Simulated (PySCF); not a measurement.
# Computed properties of SiBr₂, SMILES [Si](Br)Br

SiBr2, SMILES Br[Si]Br (connectivity only; charge and spin as stated), neutral, multiplicity 1. The structure is a stationary point at B3LYP-D3(BJ)/def2-TZVP. The isomer is the one that the SMILES or the coordinates give; other isomers of the formula were not compared. The values are those of a single conformer. All values are computed for the isolated molecule unless a solvent is named; none is compared with measurement here.

**Structure.** The optimised structure has C2v symmetry. All 3 harmonic modes at B3LYP-D3(BJ)/def2-TZVP (PySCF) are real, so it is a minimum. With heavy atoms numbered as in [Si:1]([Br:2])[Br:3], the shortest bond between them is Si1–Br2 at 2.269 Å and the longest Si1–Br3 at 2.269 Å.

**Vibrations.** The strongest infrared lines (harmonic, unscaled, degenerate partners summed) lie at 388 cm⁻¹ (155 km/mol, Si 78 %, Br 22 %), 391 cm⁻¹ (47 km/mol, Si 75 %, Br 25 %). The softest mode is at 120 cm⁻¹ and the zero-point energy is 1.3 kcal/mol.

**Electronic structure.** PBE0/def2-TZVPD (PySCF) places the frontier levels at -7.62 and -3.17 eV, a gap of 4.45 eV, and gives a dipole moment of 0.96 D and a mean polarisability of 76.4 bohr³. PBE/def2-TZVPD (PySCF) at the same geometry gives -6.57 and -3.89 eV, so its gap is 1.77 eV narrower. An orbital gap is neither the optical nor the fundamental gap.

**Excitations.** TDDFT-M06-2X/def2-SVPD (PySCF) has S1 at 3.24 eV (382 nm, f = 0.012, weak); the most intense of the 10 singlets computed lies at 6.02 eV (f = 0.16). T1 (TDA) is at 2.21 eV. TDDFT-PBE/def2-SVPD (PySCF) puts S1 at 3.18 eV. No vertical singlet excitation falls in the visible range (under 3.1 eV).

**NMR.** GIAO shifts at PBE0/pcSseg-2 (PySCF) (non-relativistic, atoms alike by connectivity averaged): ²⁹Si at 387.4 ppm against TMS. Without spin–orbit terms, shifts of atoms bonded to Cl or Br come out too high.
